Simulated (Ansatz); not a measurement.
Reaction (cleavage of the Si–B bond): `C#CSB[SiH2]C` + `FCS` → `C[SiH2]SCF` + `BSC#C`

Computed with Ansatz on PBE0-D4/def2-TZVP structures; ΔE is electronic, products minus reactants. CBS: MP2 limit from def2 TZ/QZ plus the TZ coupled-cluster correction, frozen cores. Functionals use def2-TZVPP. Each species was taken in one conformer, which may not be the lowest.

```json
{"level": "r2SCAN-D4", "ΔE (kcal/mol)": "-16.6"}
{"level": "PBE", "ΔE (kcal/mol)": "-15.6"}
{"level": "HF/def2-QZVPP", "ΔE (kcal/mol)": "-20.0"}
{"level": "HF/CBS(def2)", "ΔE (kcal/mol)": "-20.0"}
```

Task: What does CCSD(T)/CBS give? (Best estimate.)

Result: Ansatz gave: -16.1 kcal/mol. The listed levels differ from it by -0.5, 0.5, -3.9, -3.9 kcal/mol.

Largest T1 diagnostic among the species: 0.014.

In def2-TZVPP, CCSD(T) changes the Hartree–Fock value by +4.4 kcal/mol (the triples alone add +0.6 kcal/mol) and MP2 by +3.9 kcal/mol. The D4 term adds +1.2 kcal/mol with B3LYP and +0.7 kcal/mol with PBE0; it sums over pairs of atoms, weighted by their polarisabilities, and B3LYP, whose exchange is more repulsive, gets the larger term.

B3LYP here is the variant with VWN-RPA as its local correlation; programs differ in this.
